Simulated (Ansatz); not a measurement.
The cluster Rb₈⁻, relaxed as a doublet with UKS PBE/def2-SVPD in Ansatz, starting from the GFN2-xTB geometry. Force threshold 0.02 eV/Å.

In the def2 sets Rb takes a core potential; there is no spin–orbit coupling. The highest occupied level of the charge -1 doublet lies above zero (up to 0.05 eV). It is a level of α spin, whose loss leaves a singlet; that state wasn't run at this geometry and level. The electron is either unbound and held by the finite basis, or the level is raised by self-interaction error. The relaxation made no stability test and no search for a lower SCF solution. The structure comes from a short search, and lower isomers may exist.

Start:

| atom | x (Å) | y (Å) | z (Å) |
| --- | --- | --- | --- |
| Rb1 | 3.1716 | 2.1622 | 2.6797 |
| Rb2 | -3.2226 | -0.2125 | 2.8134 |
| Rb3 | -1.2081 | 4.4780 | -0.1937 |
| Rb4 | 1.5165 | -3.7298 | 2.3406 |
| Rb5 | -0.0994 | 1.0495 | -4.5532 |
| Rb6 | 4.4402 | 0.7376 | -0.8315 |
| Rb7 | -4.7995 | -0.5647 | -0.8225 |
| Rb8 | 0.2014 | -3.9202 | -1.4328 |

```csv
step,energy (eV),largest force component (eV/Å),SCF passes
1,-5246.1332,0.237,26
2,-5246.2361,0.228,35
3,-5246.4568,0.177,37
4,-5246.6507,0.135,38
5,-5246.7960,0.097,39
6,-5246.8862,0.067,41
7,-5246.9300,0.035,41
8,-5246.9536,0.039,46
9,-5246.9768,0.035,51
10,-5247.0012,0.023,44
11,-5247.0217,0.029,41
12,-5247.0358,0.031,41
13,-5247.0439,0.021,39
14,-5247.0501,0.014,39
15,-5247.0521,0.013,39
16,-5247.0533,0.007,32
17,-5247.0536,0.005,31
```

Force components are those of the run's own axes.

End:

```xyz
8

Rb    2.268    1.914    3.508
Rb   -1.996   -0.496    2.527
Rb   -0.640    3.177   -0.177
Rb    2.450   -2.727    2.737
Rb   -0.484    0.698   -4.506
Rb    3.007    0.337   -1.162
Rb   -4.225    0.097   -1.743
Rb   -0.381   -3.000   -1.185
```

Bonds formed: Rb1–Rb2, Rb1–Rb3, Rb1–Rb4, Rb2–Rb3, Rb2–Rb4, Rb2–Rb8, Rb3–Rb5, Rb3–Rb6 (atoms count from 1). The end is the same structure that another start reached.

The force fell under the threshold at step 14, but the optimiser went on and released 0.003 eV more. No frequencies were taken in this run, so the end may be a saddle point.

Hardware: 4 threads of Arm Neoverse V1 on a shared host. Wall time 3.7 min, peak host memory 0.61 GiB.
